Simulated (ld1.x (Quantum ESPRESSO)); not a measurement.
**vanadium: excitation energies, all-electron against PAW**

```
Element                 : V (Z = 23)
Generator               : ld1.x (Quantum ESPRESSO) 7.5
Type                    : PAW
Functional              : PBE
Relativity              : scalar-relativistic
Frozen core             : [Ar]
Valence charge          : 5
Reference configuration : 3d3 4s1.75 4p0.25
Partial waves           : 4s (bound): rcut 2.10, rcutus 2.90 bohr; 4s channel at 0.8 Ry: rcut 2.10, rcutus 2.90 bohr; 4p (bound): rcut 3.00, rcutus 3.25 bohr; 4p channel at 0.55 Ry: rcut 3.00, rcutus 3.25 bohr; 3d (bound): rcut 1.40, rcutus 1.70 bohr; 3d channel at 0.05 Ry: rcut 1.40, rcutus 1.70 bohr
Local potential         : all-electron potential smoothed inside 2.20 bohr (lloc = -1)
Core correction         : Bessel-smoothed model core inside 1.15 bohr
Augmentation charge     : BESSEL, radius 1.60 bohr
```

Energies are relative to the spin-unpolarised reference configuration 3d3 4s1.75 4p0.25; without spin polarisation the order of configurations can differ from experiment.

```
valence configuration  charge  ΔE all-electron (eV)  error AE − PS (meV)
          3d3 4s2 4p0       0                -0.820                  0.0
          3d3 4s1 4p0      +1                 6.915                 -0.6
          3d3 4s0 4p0      +2                21.211                 -3.1
          3d3 4s0 4p2       0                 6.035                 -2.8
      3d3.5 4s1.5 4p0       0                -0.765                  -25
```

What are ΔE and the potential's error for 3d1 4s0 4p0?

ΔE = 95.982 eV all-electron; the error (AE − PS) is -2704 meV.

What are ΔE and the potential's error for 3d2 4s2 4p0?

ΔE = 10.155 eV all-electron; the error (AE − PS) is -186 meV.
